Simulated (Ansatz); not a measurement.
Two isomers of CH7NSSi: A = `NC[SiH2]S`, B = `C[SiH](N)S`.

Isolated molecules relaxed with PBE0-D4/def2-TZVP in Ansatz; ΔE leaves out vibrations. CCSD(T)/CBS is the MP2 limit (def2-TZVPP, def2-QZVPP) plus CCSD(T) − MP2 in def2-TZVPP, frozen cores. Functionals use def2-TZVPP. B3LYP here is the variant with VWN-RPA as its local correlation; programs differ in this. Each species was taken in one conformer, which may not be the lowest.

(1) Which is lower in electronic energy at CCSD(T)/CBS, and by how much? (Best estimate.)

(2) Give E(B) − E(A) in kJ/mol with B2PLYP, HF/def2-TZVPP, r2SCAN-D4, B3LYP-D4, B3LYP, PBE0-D4, CCSD/def2-TZVPP. (Estimate.)

Largest T1 diagnostic: 0.010.

Answers

(1) The calculation gave: B, by 154.6 kJ/mol.

(2) Ansatz gave: B2PLYP -153.3, HF/def2-TZVPP -152.9, r2SCAN-D4 -156.3, B3LYP-D4 -151.7, B3LYP -149.3, PBE0-D4 -148.9, CCSD/def2-TZVPP -151.8. None reverses the order clearly.

From PBE to PBE0 (25 % exact exchange), in def2-TZVPP and without D4, E(B) − E(A) moves by −4.5 kJ/mol.
